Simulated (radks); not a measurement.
Effect of the nuclear size on neutral sulfur, [Ne] 3s2 3p4. All-electron calculation, Dirac Kohn-Sham, exchange-only LDA, spin-unpolarised, spherical densities, finite nucleus; open shells fill j = l - 1/2 first; Fermi nuclear charge, rms radius 3.2611 fm. Program: a radial shooting solver on a logarithmic mesh with Libxc functionals. The rms radius is varied about that value; shifts are against it.

rms radius (fm)  total energy shift (eV)  density at nucleus (e/bohr^3)  1s1/2 shift (meV)  2s1/2 shift (meV)
2.7491                          -0.00292                           2930              -1.23             -0.086
3.0459                          -0.00129                           2925             -0.541             -0.038
3.2611                                 0                           2922              0.000              0.000
3.447                            0.00118                           2919              0.496              0.035
3.897                            0.00431                           2913               1.81              0.127

Slopes of the eigenvalues against <r^2> in GHz/fm^2, as finite differences over the two radii next to the reference (eigenvalue slopes, not the field-shift constants of lines): 1s1/2 96.3, 2s1/2 6.78.
